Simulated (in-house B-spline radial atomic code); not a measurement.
Cu⁺. Computed with a B-spline radial atomic code. Model: all-electron spherical atom, spin shells full or empty, radial basis limit, no spin-orbit coupling, Breit or QED, empty-state partial waves extrapolated as (l+1/2)^-4, RPA, G0W0 and static COHSEX of the highest shell as one setting changes (uncorrelated shells keep exact exchange).

Given: element Cu; charge 1; filled core Ar; hamiltonian one-electron scalar X2C; mean-field start r2SCAN; highest l of empty states 9; nuclear rms radius 3.8823 fm; highest mean-field shell 3d.

Shell: 3d 5 5 (electrons up and down).

```tsv
lowest nl shells left uncorrelated	RPA correlation energy (hartree)	G0W0 level (eV)	G0W0 minus most complete (meV)	COHSEX level (eV)	linearised minus solved G0W0 (meV)
0	-2.1587	-19.567	0	-25.574	-215.9
1	-2.0114	-19.567	0.3	-25.574	-215.9
2	?	?	?	?	?
3	-1.3717	-19.486	80.9	-25.549	-207.5
4	?	?	?	?	?
5	-0.66931	-19.597	-29.5	-25.349	-231.4
```

Problem. What follows for lowest nl shells left uncorrelated = 2?

Solution. RPA correlation energy -1.8404 hartree; G0W0 level -19.547 eV; G0W0 minus most complete 19.9 meV; COHSEX level -25.564 eV; linearised minus solved G0W0 -213.9 meV.

Problem. What follows for lowest nl shells left uncorrelated = 4?

Solution. RPA correlation energy -1.1871 hartree; G0W0 level -19.473 eV; G0W0 minus most complete 94.5 meV; COHSEX level -25.481 eV; linearised minus solved G0W0 -209.6 meV.
